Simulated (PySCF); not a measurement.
**Stretching TlN**

Set-up: basis Tl def2-SVP with ECP60, N def2-SVP; scalar-relativistic core potentials; PySCF 2.14. Energies in eV from Tl + N in their ground configurations at the same level. State: ³Σ⁻ (triplet), unpaired electrons π ↑↑.

All columns are PBE0. A positive dipole means Tl(−)N(+).

```csv
R (Å),E (eV),μ (D),Mulliken charge on Tl (basis-dependent),HOMO (eV),LUMO (eV),Mayer bond order,⟨S²⟩
2.002,-0.842,-1.39,0.34,-5.27,-2.86,1.01,2.01
2.095,-1.211,-1.86,0.35,-5.20,-2.61,0.99,2.01
2.188,-1.412,-2.30,0.36,-5.10,-2.41,0.97,2.01
2.258,-1.482,-2.62,0.37,-5.01,-2.29,0.95,2.01
2.328,-1.501,-2.91,0.38,-4.90,-2.20,0.94,2.02
2.398,-1.482,-3.18,0.38,-4.79,-2.14,0.93,2.02
2.491,-1.414,-3.51,0.38,-4.63,-2.09,0.91,2.03
2.607,-1.287,-3.83,0.38,-4.44,-2.06,0.89,2.06
2.747,-1.109,-4.05,0.36,-4.22,-2.07,0.84,2.12
2.933,-0.881,-4.04,0.32,-4.01,-2.09,0.73,2.26
```

A fit through these points gives, at Re = 2.324 Å, μ = -2.90 D and dμ/dR = -4.07 D/Å; the reduced mass is 13.11 u.

How strong is the fundamental in the double-harmonic approximation, I = 42.26·(dμ/dR)²/μred km/mol?

I = 42.26·(-4.07)²/13.11 = 53.4 km/mol at PBE0.

⟨S²⟩ of the unrestricted solution departs from its pure value on part of the curve, where spin states mix. These are scalar-relativistic numbers at best; spin–orbit coupling would shift them, the dissociation energy most. The state is the lowest determinant that a PBE0 search found; another state may lie lower at other levels.
